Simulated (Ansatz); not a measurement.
Cost and result for the atomization energy of C₂H₆IIn (`[CH3][In]([CH3])[I]`) (10 atoms, 9 bonds).

Z-matrix (Å, degrees):
```
C
In 1 2.139
H 1 1.090 2 111.7
H 1 1.090 2 109.0 3 121.6
H 1 1.092 2 108.7 3 -120.5
C 2 2.139 1 136.7 3 15.7
I 2 2.705 1 111.7 3 -165.1
H 6 1.090 2 111.7 1 -14.0
H 6 1.091 2 108.6 1 106.6
H 6 1.090 2 108.9 1 -135.6
```

The species carries charge 0 and has multiplicity 1. Correlated methods include outer-core shells of I, In, which these sets cover unevenly. In, I takes the def2 core potential. Geometry: relaxed with PBE0-D4/def2-TZVP. Program: Ansatz. All runs use 4 threads of an AMD EPYC 7B13 on a shared host. Times are those of one run each, without the atoms' runs, and a repeat can differ threefold. Electronic energies, without spin–orbit coupling; frozen cores. CCSD(T)/CBS adds CCSD(T) − MP2 in def2-TZVPP to the MP2 limit, and its time is that of the two runs behind it. T1 = 0.011. With those shells the extrapolation isn't a true limit. B3LYP takes the VWN-RPA correlation (the form of Gaussian; ORCA's B3LYP/G).

CCSD(T)/CBS is a level of theory with its own doubt, some kJ/mol a heavy atom from the limit and from the frozen cores, so smaller differences don't rank the functionals.

```csv
level,functions,wall time,atomization (kcal/mol),difference from CCSD(T)/CBS,per bond
LDA (SPW92)/def2-TZVPP,246,1.3 s,881.5,93.5,10.4
BLYP-D4/def2-TZVPP,246,1.9 s,770.3,-17.7,-2.0
PBE-D4/def2-TZVPP (with forces),246,2.3 s,789.6,1.6,0.2
PBE0-D4/def2-TZVPP,246,2.9 s,783.8,-4.2,-0.5
B3LYP-D4/def2-TZVPP (with forces),246,4.4 s,777.6,-10.4,-1.2
r2SCANh-D4/def2-TZVPP,246,4.5 s,781.9,-6.1,-0.7
PBE-QIDH/def2-TZVPP,246,6 s,782.2,-5.8,-0.6
B97M-V/def2-TZVPP,246,7.5 s,780.7,-7.3,-0.8
CCSD(T)/def2-SVP,110,9 s,743.3,-44.7,-5.0
ωB97M-V/def2-TZVPP (with forces),246,10 s,782.2,-5.8,-0.6
MP2/def2-QZVPP,458,17 s,786.0,-2.0,-0.2
CCSD(T)/def2-TZVPP,246,3.9 min,768.6,-19.4,-2.2
CCSD(T)/CBS(def2),–,4.2 min,788.0,0.0,0.0
```

From PBE to PBE0 (25 % exact exchange), in def2-TZVPP and without D4, the atomization energy moves by −5.2 kcal/mol: exact exchange takes away binding that semilocal exchange gives to molecules. The D4 term adds +7.5 kcal/mol with B3LYP and +4.0 kcal/mol with PBE0; it sums over pairs of atoms, weighted by their polarisabilities, and B3LYP, whose exchange is more repulsive, gets the larger term. At CCSD(T), def2-SVP lies −44.7 kcal/mol from the extrapolated value and def2-TZVPP −19.5 kcal/mol: correlation converges slowly with the basis, and small sets miss more of it in the bonded molecule than in its fragments.

Spin–orbit coupling would lower the free I, In atoms strongly, and the atomization energy with them, by more than many differences here.
